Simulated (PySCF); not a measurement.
Static response to an electric field

Species: C₃H₁₁PSSi₂.
Geometry (GFN2-xTB, Å), atoms numbered from 1 in this order:
```xyz
18
C3H11PSSi2 angstrom
P      3.1401   -0.1753    0.7531
Si     2.2465    0.7642   -1.0786
Si     0.1147   -0.1031   -1.3771
C     -0.5609   -0.6353    0.3285
C     -2.0635   -0.9149    0.4092
C     -2.4527    0.4641    0.9326
S     -0.7284    0.8609    1.3998
H      4.1194    0.7807    0.9369
H      2.2804    0.4462    1.6387
H      3.1538    0.4040   -2.1756
H      2.2737    2.2314   -0.9973
H     -0.0037   -1.2963   -2.2292
H     -0.8510    0.8695   -1.9042
H      0.0650   -1.3826    0.8174
H     -2.5221   -1.1814   -0.5438
H     -2.2938   -1.6951    1.1356
H     -3.1302    0.4860    1.7828
H     -2.7959    1.1495    0.1596
```

Level: CAM-B3LYP/def2-SVPD (PySCF), static field, nuclei fixed, core orbitals frozen in the response. The polarisability tensor in these axes (au):

```
x   154.72   3.77   0.37
y     3.77 116.13   0.72
z     0.37   0.72 133.55
```

**Question.** Diagonalise the tensor; give its mean and Δα, where Δα² is half the sum of the squared differences of the eigenvalues.

**Answer.** Principal values 115.74, 133.57 and 155.09 au; mean 134.80 au = 19.98 Å³ = 22.23 × 10⁻⁴⁰ C²·m²/J; Δα = 34.14 au (25 % of the mean).

**Question.** What is the dipole moment, and where does it point?

**Answer.** (-1.42, -0.43, -0.57) D, 1.59 D in size, pointing from the negative to the positive side. Measured along this direction, the outermost atoms are H8 at the negative end and H15 at the positive end.

**Question.** Estimate the molar refractivity from the static electronic polarisability.

**Answer.** Lorentz–Lorenz: R = (4π/3)N_A α = 2.5225 cm³/(mol·Å³) × 19.98 Å³ = 50.4 cm³/mol, in the limit of long wavelengths.

**Question.** Form Σ f/ω² (atomic units) for the 8 lowest TDDFT singlets, given as eV and f, and set it beside the mean polarisability, which is this sum over all singlets: 4.38, 0.0006; 5.58, 0.0055; 5.91, 0.0063; 6.06, 0.0063; 6.20, 0.0444; 6.28, 0.0558; 6.56, 0.0528; 6.60, 0.0124.

**Answer.** They add up to 3.43 au, 2.5 % of the 134.80 au; the largest single term is 1.05 au, from the state at 6.28 eV. Terms in order: 0.02, 0.13, 0.13, 0.13, 0.85, 1.05, 0.91, 0.21 au. Higher excitations give the rest. The strengths listed sum to 0.184.

**Question.** Directions of the eigenvectors, and the extent of the frame along each?

**Answer.** Largest value along (1.00, 0.10, 0.02), where the nuclei span 7.23 Å; middle along (-0.02, 0.04, 1.00), 4.15 Å; least along (-0.10, 0.99, -0.04), 3.55 Å. The response follows the extents in order.

**Question.** What are the principal values of the traceless quadrupole moment, Θ = ½Σq(3rr − r²1), about the centre of nuclear charge?

**Answer.** -5.22, -3.93, 9.14 D·Å. The values depend on the origin, since the dipole doesn't vanish. The electronic extent ⟨r²⟩ about the same centre is 1943 bohr², a root-mean-square distance of 2.49 Å for the 88 electrons.

Isolated species at its GFN2-xTB geometry (one conformer only).
